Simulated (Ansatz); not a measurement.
CH5FO4W (`C[O][W](=[O])([OH])([OH])[F]`), 12 atoms. Charge 0, multiplicity 1. Correlated methods include outer-core shells of W, which these sets cover unevenly. W takes the def2 core potential. All runs use 4 threads of an AMD EPYC 9R45 on a shared host. Correlated methods freeze the cores.

**Question.** How many basis functions does each run have, and how long does it take in Ansatz? RKS revPBE-D4/def2-TZVPP energy; RKS PBE0-D4/def2-TZVP frequencies; RKS HSE06 (plane-wave form)-D4/def2-TZVPP energy; RKS PBE0-D4/def2-QZVPP energy; RKS ωB97M-V/def2-QZVPP energy; RKS PBE0-D4/def2-TZVP relaxation (14 steps); RKS PBE-D4/def2-TZVPP energy and forces; RKS B97M-V/def2-TZVPP energy; RHF-MP2/def2-TZVPP energy; RKS ωB97M-V/def2-SVP energy; RKS PBE0-D4/def2-SVP energy; direct RPA on PBE orbitals/def2-TZVPP energy. (Estimate.)

**Answer.** Ansatz gave: Other jobs shared the machine, so times are rough.

```json
{"level": "RKS PBE0-D4/def2-SVP", "job": "energy", "functions": "141", "wall time": "0.85 s", "peak host memory (GiB)": "0.41"}
{"level": "RKS revPBE-D4/def2-TZVPP", "job": "energy", "functions": "312", "wall time": "1.3 s", "peak host memory (GiB)": "0.49"}
{"level": "RKS PBE-D4/def2-TZVPP", "job": "energy and forces", "functions": "312", "wall time": "1.6 s", "peak host memory (GiB)": "0.49"}
{"level": "RKS HSE06 (plane-wave form)-D4/def2-TZVPP", "job": "energy", "functions": "312", "wall time": "2.2 s", "peak host memory (GiB)": "1.1"}
{"level": "RHF-MP2/def2-TZVPP", "job": "energy", "functions": "312", "wall time": "2.6 s", "peak host memory (GiB)": "1"}
{"level": "RKS ωB97M-V/def2-SVP", "job": "energy", "functions": "141", "wall time": "2.9 s", "peak host memory (GiB)": "0.56"}
{"level": "RKS PBE0-D4/def2-QZVPP", "job": "energy", "functions": "573", "wall time": "5.5 s", "peak host memory (GiB)": "2.6"}
{"level": "direct RPA on PBE orbitals/def2-TZVPP", "job": "energy", "functions": "312", "wall time": "5.5 s", "peak host memory (GiB)": "1.1"}
{"level": "RKS B97M-V/def2-TZVPP", "job": "energy", "functions": "312", "wall time": "5.5 s", "peak host memory (GiB)": "0.63"}
{"level": "RKS ωB97M-V/def2-QZVPP", "job": "energy", "functions": "573", "wall time": "10 s", "peak host memory (GiB)": "3.1"}
{"level": "RKS PBE0-D4/def2-TZVP", "job": "relaxation (14 steps)", "functions": "256", "wall time": "32 s", "peak host memory (GiB)": "0.86"}
{"level": "RKS PBE0-D4/def2-TZVP", "job": "frequencies", "functions": "256", "wall time": "120 s", "peak host memory (GiB)": "0.92"}
```
